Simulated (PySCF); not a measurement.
All of these have the formula C7H11BO2. Method used: TDDFT B3LYP/def2-SVPD, vertical, gas phase, core orbitals frozen in the response in PySCF. Geometries: PBE0-D3(BJ)/def2-SVP; one conformer of each isolated species. Triplets are in the Tamm–Dancoff approximation.

A. `C#CB1OC[C@H](CCC)O1`
B. `C=C(C)/C=C/[C@@H]1COBO1`
C. `C[C@H]1C=CCC(B(O)O)=C1`

Lowest singlet levels (six at most, fewer where fewer were computed) with oscillator strengths:

1. 241 nm (f 0.021); 219 nm (f 0.002); 209 nm (f 0.010); 196 nm (f 0.009); 195 nm (f 0.000); 192 nm (f 0.245); T1 3.87 eV
2. 224 nm (f 0.000); 202 nm (f 0.072); 193 nm (f 0.031); 185 nm (f 0.000); 172 nm (f 0.003); 169 nm (f 0.003); T1 4.74 eV
3. 227 nm (f 0.765); 211 nm (f 0.018); 200 nm (f 0.006); 197 nm (f 0.003); 190 nm (f 0.008); 189 nm (f 0.002); T1 3.18 eV

**Question.** Match each spectrum to its molecule.

**Answer.** 1 = C, 2 = A, 3 = B.
- A: S1 at 5.54 eV, HOMO-1→LUMO (78%), HOMO→LUMO (20%); Löwdin shares by element: HOMO (one of a set within 0.03 eV) oxygen 44%, carbon 19% or more (atoms not listed hold the other 37%); LUMO carbon 53% or more, boron 20%, oxygen 9% or more (atoms not listed hold the other 18%); HOMO -7.92 and LUMO -0.77 eV.
- B: S1 at 5.46 eV, HOMO→LUMO (95%); Löwdin shares by element: HOMO carbon 80% or more (atoms not listed hold the other 20%); LUMO carbon 76% or more (atoms not listed hold the other 24%); HOMO -6.69 and LUMO -1.32 eV.
- C: S1 at 5.14 eV, HOMO→LUMO (92%); Löwdin shares by element: HOMO carbon 59% or more (atoms not listed hold the other 41%); LUMO carbon 48% or more, boron 13%, oxygen 6% or more (atoms not listed hold the other 32%); HOMO -6.62 and LUMO -0.70 eV.
A and B have S1 within 0.09 eV of each other; their strongest listed levels stand at 6.12 eV (f 0.072) and 5.46 eV (f 0.765).
